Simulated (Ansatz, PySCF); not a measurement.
Species: SF3, net charge 0, doublet state. It need not be the lowest isomer of its formula. 
Structure (B3LYP-D3(BJ)/def2-TZVP (Ansatz, a program for electronic structure) minimum search):
```xyz
4

F      1.5987    -0.5623    -0.0115
S      0.1621     0.2878     0.1532
F     -1.2777     1.1083    -0.1069
F     -0.6091    -1.0576    -0.1540
```
Charge 0, spin multiplicity 2.

Property: vertical electron affinity (to the singlet state of charge -1; a negative value means that the extra electron is unbound and the number depends on the basis; each state is the SCF solution reached for its spin), in eV. Valence correlation only, unless marked. UHF or UKS for open shells. Spin-orbit coupling is left out. Non-relativistic. Anions need diffuse functions: aug- sets have them; def2-D sets add few. CBS(X,Y): correlation extrapolated as X^-3; Hartree-Fock from the larger set. The bracket is a focal-point correction in the basis named.

```json
[
 {"level": "SVWN5/def2-TZVPD", "program": "Ansatz", "vertical electron affinity (eV)": "?"},
 {"level": "PBE/def2-TZVPD", "program": "Ansatz", "vertical electron affinity (eV)": "1.96"},
 {"level": "r2SCAN/def2-TZVPD", "program": "Ansatz", "vertical electron affinity (eV)": "2.00"},
 {"level": "PBE0/def2-TZVPD", "program": "Ansatz", "vertical electron affinity (eV)": "2.20"},
 {"level": "BHLYP/def2-TZVPD", "program": "Ansatz", "vertical electron affinity (eV)": "?"},
 {"level": "M06-2X/def2-TZVPD", "program": "PySCF", "vertical electron affinity (eV)": "2.50"},
 {"level": "CAM-B3LYP/def2-TZVPD", "program": "Ansatz", "vertical electron affinity (eV)": "?"},
 {"level": "wB97M-V/def2-TZVPD", "program": "Ansatz", "vertical electron affinity (eV)": "2.35"},
 {"level": "wB97X-V/def2-TZVPD", "program": "Ansatz", "vertical electron affinity (eV)": "2.32"},
 {"level": "wB97X/def2-TZVPD", "program": "Ansatz", "vertical electron affinity (eV)": "2.32"},
 {"level": "SCS-MP2/aug-cc-pV(D+d)Z", "program": "Ansatz", "vertical electron affinity (eV)": "2.26"},
 {"level": "CCSD/aug-cc-pV(D+d)Z", "program": "Ansatz", "vertical electron affinity (eV)": "2.27"},
 {"level": "RI-MP2/CBS(aug-cc-pV(T+d)Z,aug-cc-pV(Q+d)Z)+[CCSD(T)-MP2]/aug-cc-pV(D+d)Z", "program": "Ansatz", "vertical electron affinity (eV)": "2.50"}
]
```

Task: Complete the blanks.

Result: 
- SVWN5/def2-TZVPD, vertical electron affinity (eV): 2.21
- BHLYP/def2-TZVPD, vertical electron affinity (eV): 2.39
- CAM-B3LYP/def2-TZVPD, vertical electron affinity (eV): 2.40
